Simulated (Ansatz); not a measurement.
Born–Oppenheimer molecular dynamics of CH8BNSSi2 (14 atoms, charge 0, multiplicity 1). It starts from a relaxed structure.

All numbers below come from RKS PBE-D4/STO-3G (Ansatz).

- ensemble: NVT, Langevin thermostat
- time step: 0.5 fs
- steps asked: 432
- set temperature: 700 K
- friction: 0.005 /fs
- seed: 781229

First frame:

```xyz
14
Properties=species:S:1:pos:R:3
B -2.327 -0.533 0.799
S -1.863 -0.963 -0.819
Si 0.206 -0.292 -0.895
Si 1.518 -1.365 0.607
C 0.214 1.574 -0.607
N 0.776 2.370 -1.509
H -3.432 -0.763 1.125
H -1.589 -0.032 1.565
H 0.650 -0.541 -2.261
H 1.457 -2.802 0.392
H 1.085 -1.082 1.967
H 2.899 -0.932 0.459
H -0.267 1.947 0.333
H 0.660 3.385 -1.127
```

(1) What does the run give?

(2) What happens to the structure?

(3) How do temperature and energy run in time?

## Answers

(1) All steps were run.

| Property | Result |
| --- | --- |
| steps done | 432 |
| time covered | 216 fs |
| mean temperature over the second half | 652 K |
| spread of the potential energy over the second half | 17.3 meV per atom |
| mean potential energy of the second half above the start | 75.9 meV per atom |

A run of 0.22 ps of so small a system gives no equilibrium averages. Limits of this set-up: minimal basis.

(2) The same pairs are bonded in the first frame and the last. Pairs count as bonded within 1.25 times the sum of covalent radii (0.12 Å more for H–H). The details hang on the random start.

(3) 
```csv
time (fs),T (K),potential energy less start (eV)
0.0,650,0.000
7.0,261,0.670
14.0,356,0.548
21.0,418,0.445
28.0,354,0.590
35.0,506,0.384
42.0,277,0.792
49.0,528,0.554
56.0,281,0.973
63.0,397,0.782
70.0,535,0.602
77.0,390,0.901
84.0,531,0.719
91.0,493,0.719
98.0,479,0.675
105.0,535,0.690
112.0,554,0.811
119.0,671,0.820
126.0,456,1.240
133.0,606,1.195
140.0,785,0.975
147.0,574,1.092
154.0,752,0.872
161.0,545,1.284
168.0,578,1.190
175.0,617,1.265
182.0,647,1.218
189.0,974,0.594
196.0,736,1.086
203.0,858,0.819
210.0,456,1.482
```

The run took 26 min on 1 thread of Intel(R) Xeon(R) Processor @ 2.70GHz, with other jobs on the host, peak memory 0.1 GiB.
